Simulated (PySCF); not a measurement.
C4H11InO, SMILES C[CH2][In]([CH3])[O]C (GFN2-xTB optimised geometry):

```
17

In     0.477    -0.530     0.000
C      2.720    -0.530     0.000
H      3.096    -1.019     0.895
H      3.000     0.520    -0.010
H      3.096    -1.036    -0.885
C     -1.384    -1.871    -0.031
C     -2.180    -1.736     1.257
H     -1.054    -2.897    -0.189
H     -1.976    -1.553    -0.892
H     -2.458    -0.695     1.434
H     -1.599    -2.085     2.113
H     -3.096    -2.329     1.203
O      0.027     1.424     0.000
C     -1.190     2.106    -0.035
H     -2.037     1.452    -0.285
H     -1.393     2.573     0.937
H     -1.141     2.897    -0.793
```

Method: PySCF with CAM-B3LYP/def2-SVP, def2 effective core potentials past Kr.

### Question
What are the frontier orbital energies and the dipole moment?

### Answer
HOMO-2 -8.57 eV, HOMO-1 -8.14 eV, HOMO -7.85 eV, LUMO 0.05 eV, LUMO+1 0.57 eV; dipole moment 2.21 D.

On the same geometry PBE/def2-SVP, def2 effective core potentials past Kr run with PySCF gives HOMO-2 -6.02 eV, HOMO-1 -5.29 eV, HOMO -5.24 eV, LUMO -1.48 eV, LUMO+1 -1.21 eV; dipole moment 1.95 D.
